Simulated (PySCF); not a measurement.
Record of a relaxation.

Species: PhCHFCOOEt, C₁₀H₁₁FO₂.
Atom-mapped SMILES: `[CH3:1][CH2:2][O:3][C:4](=[O:5])[C@H:6]([F:7])[c:8]1[cH:9][cH:10][cH:11][cH:12][cH:13]1` (hydrogens: H14, H15, H16 on C1; H17, H18 on C2; H19 on C6; H20 on C9; H21 on C10; H22 on C11; H23 on C12; H24 on C13)

Method: PBE0-D3(BJ)/def2-SVP geometry optimisation, gas phase in PySCF 2.14.0; density fitting, grid level 1; the optimiser is geomeTRIC in internal coordinates, started from a GFN2-xTB structure with every atom displaced at random (about 0.01 Å). 8 of its 15 geometries are shown. The frame can shift and turn from step to step; on so coarse a grid that alone can change the energy by a few meV, and forces under 0.02 eV/Å are noise.

Step 0: E = -17328.7653 eV, largest atomic force 3.110 eV/Å
```
atom  x, y, z in Å  |  force x, y, z in eV/Å
C1      2.802    1.179   -0.440   -1.821   0.298   0.056
C2      2.979   -0.298   -0.612   -0.137   0.077  -0.029
O3      1.708   -0.976   -0.696    1.290   0.493  -0.535
C4      1.160   -1.258    0.450   -2.721  -1.266  -0.815
O5      1.551   -1.035    1.543    1.073   0.488   1.577
C6     -0.257   -1.874    0.213    0.904  -0.214  -0.071
F7     -0.263   -2.584   -0.963   -0.150   0.261   0.025
C8     -1.212   -0.720    0.188   -0.489  -0.325   0.889
C9     -1.573   -0.119   -0.991    0.255  -0.192  -1.081
C10    -2.439    0.953   -1.008   -0.533   0.631  -0.398
C11    -2.955    1.445    0.180    0.675  -0.559  -0.429
C12    -2.584    0.858    1.379   -0.654   0.674  -0.744
C13    -1.761   -0.218    1.377    1.566  -1.448   0.333
H14     2.269    1.413    0.509    0.363  -0.135  -0.251
H15     3.740    1.696   -0.455    0.959   0.418   0.058
H16     2.169    1.605   -1.248    0.251  -0.185   0.126
H17     3.492   -0.516   -1.551    0.095  -0.225  -0.145
H18     3.544   -0.692    0.240    0.080  -0.285   0.012
H19    -0.482   -2.594    1.025    0.099   0.355   0.022
H20    -1.191   -0.504   -1.928    0.214  -0.177  -0.264
H21    -2.726    1.415   -1.967    0.093  -0.150   0.265
H22    -3.610    2.273    0.153   -0.906   1.110   0.085
H23    -2.974    1.255    2.280   -0.427   0.376   1.204
H24    -1.452   -0.684    2.315   -0.080  -0.021   0.111
```

Step 2: E = -17328.9990 eV, largest atomic force 0.643 eV/Å
```
atom  x, y, z in Å  |  force x, y, z in eV/Å
C1      2.622    1.272   -0.535    0.041  -0.011  -0.001
C2      2.893   -0.205   -0.707    0.073   0.042  -0.012
O3      1.676   -0.944   -0.842    0.201   0.143   0.564
C4      1.030   -1.238    0.282   -0.520  -0.268  -0.116
O5      1.349   -1.014    1.420    0.457   0.212  -0.400
C6     -0.311   -1.878   -0.037   -0.230   0.013  -0.066
F7     -0.272   -2.536   -1.232   -0.056  -0.008  -0.063
C8     -1.349   -0.777   -0.051   -0.010   0.069   0.040
C9     -1.744   -0.173   -1.248    0.058  -0.134   0.025
C10    -2.653    0.882   -1.228   -0.050   0.068  -0.051
C11    -3.167    1.358   -0.021    0.046  -0.045  -0.064
C12    -2.765    0.766    1.174    0.070  -0.065  -0.016
C13    -1.860   -0.295    1.154   -0.081   0.024   0.206
H14     2.137    1.468    0.431   -0.025   0.006  -0.018
H15     3.570    1.832   -0.564   -0.021  -0.008   0.011
H16     1.976    1.645   -1.343   -0.002   0.007   0.005
H17     3.447   -0.411   -1.633    0.013   0.002   0.010
H18     3.459   -0.606    0.147    0.014  -0.004   0.000
H19    -0.523   -2.600    0.768   -0.027  -0.001  -0.013
H20    -1.341   -0.548   -2.190    0.004   0.003  -0.028
H21    -2.964    1.342   -2.169    0.003  -0.001  -0.009
H22    -3.877    2.189   -0.014    0.017  -0.026  -0.006
H23    -3.158    1.127    2.128    0.009  -0.013  -0.007
H24    -1.543   -0.753    2.094    0.019  -0.004   0.008
```

Step 4: E = -17329.0274 eV, largest atomic force 0.116 eV/Å
```
atom  x, y, z in Å  |  force x, y, z in eV/Å
C1      2.652    1.275   -0.512    0.002  -0.009  -0.006
C2      2.907   -0.203   -0.702    0.008   0.002   0.001
O3      1.682   -0.925   -0.861    0.008   0.020   0.045
C4      1.024   -1.234    0.247   -0.023  -0.069  -0.046
O5      1.392   -1.010    1.370    0.025   0.039   0.016
C6     -0.329   -1.866   -0.052    0.005  -0.011   0.070
F7     -0.318   -2.508   -1.257    0.008  -0.004   0.001
C8     -1.365   -0.768   -0.032    0.080  -0.048  -0.070
C9     -1.766   -0.196   -1.241   -0.055   0.021   0.016
C10    -2.679    0.856   -1.239    0.005  -0.011   0.051
C11    -3.178    1.342   -0.031   -0.030   0.036  -0.022
C12    -2.767    0.775    1.175    0.000  -0.003   0.041
C13    -1.860   -0.281    1.180   -0.019   0.035  -0.100
H14     2.150    1.463    0.447   -0.013  -0.001  -0.002
H15     3.605    1.824   -0.515    0.003   0.000   0.010
H16     2.024    1.668   -1.324    0.005   0.002  -0.003
H17     3.470   -0.401   -1.624   -0.007  -0.005  -0.004
H18     3.458   -0.624    0.153    0.005   0.003   0.000
H19    -0.525   -2.596    0.748    0.008  -0.024  -0.013
H20    -1.366   -0.590   -2.177    0.000   0.003   0.019
H21    -3.001    1.299   -2.184   -0.002   0.003   0.006
H22    -3.893    2.168   -0.030   -0.008   0.007   0.009
H23    -3.158    1.156    2.121   -0.011   0.011   0.000
H24    -1.528   -0.723    2.123    0.006   0.002  -0.018
```

Step 6: E = -17329.0301 eV, largest atomic force 0.098 eV/Å
```
atom  x, y, z in Å  |  force x, y, z in eV/Å
C1      2.685    1.268   -0.513   -0.016   0.004  -0.007
C2      2.935   -0.214   -0.671    0.004  -0.006   0.004
O3      1.707   -0.928   -0.850   -0.002  -0.013  -0.022
C4      1.026   -1.226    0.245   -0.004   0.021   0.010
O5      1.377   -0.991    1.372   -0.017  -0.006   0.021
C6     -0.326   -1.853   -0.071    0.031   0.003  -0.030
F7     -0.304   -2.493   -1.277    0.003   0.018  -0.003
C8     -1.364   -0.757   -0.056   -0.056   0.037   0.037
C9     -1.805   -0.191   -1.253    0.034  -0.051  -0.076
C10    -2.732    0.849   -1.238    0.024  -0.031   0.068
C11    -3.214    1.334   -0.023   -0.020   0.023   0.006
C12    -2.768    0.776    1.176   -0.005   0.002  -0.012
C13    -1.846   -0.268    1.161    0.022   0.010   0.012
H14     2.145    1.474    0.422    0.000  -0.003  -0.001
H15     3.642    1.810   -0.485    0.005   0.001   0.010
H16     2.092    1.654   -1.355    0.009   0.001  -0.003
H17     3.520   -0.433   -1.574   -0.006  -0.003  -0.004
H18     3.459   -0.624    0.205    0.005   0.004  -0.001
H19    -0.528   -2.587    0.725   -0.013  -0.008  -0.010
H20    -1.421   -0.582   -2.197    0.005  -0.006  -0.010
H21    -3.079    1.283   -2.179    0.007  -0.008   0.005
H22    -3.941    2.149   -0.008   -0.005   0.007   0.002
H23    -3.144    1.154    2.129    0.000   0.001   0.000
H24    -1.486   -0.700    2.098   -0.005   0.003   0.005
```

Step 8: E = -17329.0330 eV, largest atomic force 0.100 eV/Å
```
atom  x, y, z in Å  |  force x, y, z in eV/Å
C1      2.772    1.257   -0.494   -0.001   0.011   0.004
C2      2.991   -0.234   -0.589   -0.003  -0.002  -0.001
O3      1.755   -0.918   -0.825    0.024  -0.009   0.017
C4      1.017   -1.198    0.236   -0.042  -0.001   0.091
O5      1.310   -0.968    1.381    0.028   0.004  -0.092
C6     -0.324   -1.814   -0.140   -0.011   0.000  -0.032
F7     -0.273   -2.397   -1.374    0.001   0.020   0.006
C8     -1.378   -0.732   -0.096   -0.021  -0.013   0.037
C9     -1.904   -0.220   -1.282   -0.021   0.013   0.011
C10    -2.859    0.795   -1.236   -0.003   0.002  -0.050
C11    -3.286    1.307   -0.013    0.017  -0.018   0.026
C12    -2.753    0.798    1.173   -0.024   0.021  -0.012
C13    -1.804   -0.218    1.133    0.040  -0.004   0.010
H14     2.139    1.500    0.371    0.013   0.002  -0.001
H15     3.736    1.773   -0.371   -0.007  -0.004  -0.002
H16     2.288    1.640   -1.405    0.003   0.000   0.004
H17     3.626   -0.501   -1.445    0.006   0.007   0.005
H18     3.444   -0.628    0.333    0.000  -0.003  -0.004
H19    -0.537   -2.589    0.614   -0.011  -0.008  -0.010
H20    -1.566   -0.628   -2.236    0.000  -0.001  -0.003
H21    -3.272    1.189   -2.168   -0.001   0.003   0.000
H22    -4.035    2.102    0.020    0.013  -0.012  -0.007
H23    -3.084    1.195    2.136    0.009  -0.008  -0.002
H24    -1.373   -0.609    2.058   -0.008   0.001   0.003
```

Step 10: E = -17329.0324 eV, largest atomic force 0.113 eV/Å
```
atom  x, y, z in Å  |  force x, y, z in eV/Å
C1      2.878    1.237   -0.442    0.006  -0.004   0.011
C2      3.040   -0.262   -0.532   -0.022   0.007  -0.004
O3      1.789   -0.898   -0.817    0.017  -0.010  -0.025
C4      1.007   -1.166    0.215    0.008   0.000   0.022
O5      1.271   -0.945    1.369   -0.008  -0.003   0.001
C6     -0.327   -1.767   -0.206   -0.011   0.018  -0.003
F7     -0.257   -2.295   -1.462    0.008  -0.010  -0.005
C8     -1.400   -0.704   -0.130    0.036  -0.020   0.002
C9     -2.012   -0.253   -1.299   -0.021   0.001  -0.004
C10    -2.993    0.736   -1.237   -0.010   0.006  -0.031
C11    -3.362    1.283   -0.010    0.061  -0.060   0.002
C12    -2.743    0.832    1.156   -0.034   0.048   0.097
C13    -1.765   -0.157    1.104   -0.029   0.024  -0.072
H14     2.204    1.503    0.385    0.004   0.001   0.006
H15     3.853    1.710   -0.252    0.003  -0.002  -0.011
H16     2.470    1.647   -1.377   -0.010  -0.001   0.001
H17     3.696   -0.551   -1.364    0.006   0.003   0.004
H18     3.442   -0.674    0.405   -0.003  -0.006   0.002
H19    -0.545   -2.579    0.508   -0.002  -0.003  -0.002
H20    -1.718   -0.688   -2.256    0.000   0.005   0.001
H21    -3.471    1.081   -2.156    0.000   0.001  -0.007
H22    -4.132    2.057    0.039    0.007  -0.004   0.006
H23    -3.026    1.257    2.122   -0.002   0.004   0.013
H24    -1.270   -0.499    2.016   -0.006   0.005  -0.004
```

Step 12: E = -17329.0336 eV, largest atomic force 0.055 eV/Å
```
atom  x, y, z in Å  |  force x, y, z in eV/Å
C1      2.880    1.223   -0.408    0.002  -0.002   0.005
C2      3.039   -0.274   -0.539    0.003   0.005  -0.001
O3      1.786   -0.905   -0.827   -0.009  -0.007   0.006
C4      1.004   -1.173    0.207    0.003   0.007  -0.054
O5      1.271   -0.958    1.360   -0.002  -0.004   0.037
C6     -0.334   -1.765   -0.217    0.006  -0.011   0.019
F7     -0.265   -2.292   -1.473    0.001   0.002  -0.004
C8     -1.402   -0.697   -0.139    0.000   0.020  -0.026
C9     -2.033   -0.260   -1.305    0.009  -0.017   0.003
C10    -3.009    0.732   -1.238    0.000   0.006   0.025
C11    -3.355    1.294   -0.011   -0.019   0.018  -0.015
C12    -2.721    0.861    1.154    0.021  -0.022  -0.016
C13    -1.747   -0.132    1.093   -0.008   0.004   0.021
H14     2.230    1.470    0.444    0.002  -0.002   0.002
H15     3.861    1.690   -0.236    0.003   0.001  -0.007
H16     2.447    1.654   -1.322   -0.006  -0.002   0.001
H17     3.686   -0.541   -1.385    0.003   0.000   0.002
H18     3.453   -0.710    0.382   -0.005  -0.004   0.001
H19    -0.556   -2.577    0.496   -0.003   0.001  -0.003
H20    -1.755   -0.708   -2.260    0.000   0.001   0.001
H21    -3.503    1.068   -2.153    0.001   0.000   0.003
H22    -4.121    2.071    0.040   -0.005   0.006   0.003
H23    -2.986    1.298    2.119   -0.003   0.002  -0.002
H24    -1.238   -0.465    2.000    0.006  -0.001  -0.001
```

Step 14: E = -17329.0339 eV, largest atomic force 0.023 eV/Å
```
atom  x, y, z in Å  |  force x, y, z in eV/Å
C1      2.884    1.194   -0.369   -0.002   0.001  -0.005
C2      3.037   -0.298   -0.546    0.017  -0.005   0.000
O3      1.781   -0.919   -0.839   -0.018   0.010   0.011
C4      0.998   -1.192    0.193    0.000  -0.004  -0.022
O5      1.270   -0.995    1.349    0.002  -0.001   0.009
C6     -0.348   -1.761   -0.235    0.009  -0.009   0.004
F7     -0.286   -2.280   -1.495   -0.001   0.001   0.001
C8     -1.403   -0.680   -0.150   -0.012   0.005  -0.006
C9     -2.061   -0.260   -1.307    0.008  -0.003   0.004
C10    -3.031    0.738   -1.232   -0.006   0.007   0.005
C11    -3.346    1.321   -0.007   -0.003   0.002  -0.007
C12    -2.684    0.904    1.149    0.007  -0.008  -0.004
C13    -1.716   -0.094    1.080    0.003   0.003   0.009
H14     2.266    1.419    0.512    0.001  -0.002   0.000
H15     3.871    1.657   -0.222    0.000   0.000   0.002
H16     2.418    1.647   -1.256    0.001  -0.001   0.001
H17     3.674   -0.540   -1.408   -0.001  -0.003   0.000
H18     3.462   -0.764    0.356   -0.004   0.002   0.001
H19    -0.582   -2.576    0.471   -0.003   0.002  -0.001
H20    -1.809   -0.724   -2.262   -0.002   0.001  -0.001
H21    -3.545    1.061   -2.141    0.001   0.000   0.000
H22    -4.107    2.103    0.049    0.001   0.001   0.001
H23    -2.925    1.358    2.113    0.000   0.000  -0.001
H24    -1.186   -0.415    1.980    0.001  -0.001   0.001
```

Q: Summarise the path.

A: The energy falls by 6.20 kcal/mol from step 0 to step 14; nine tenths of that is first reached at step 1. It rises by more than 0.2 meV at steps 2 and 10. The largest force goes from 3.110 to 0.023 eV/Å. Among the bonds C4–C6 changes most, from 1.564 to 1.523 Å; the atoms move by 0.370 Å rms after alignment.

The cost below is that of the whole optimisation. Hardware: an AMD EPYC 9R45 with 2 threads, shared host. Cost: 2.7 min wall, 7.0 min CPU, 1.6 GiB resident at most.
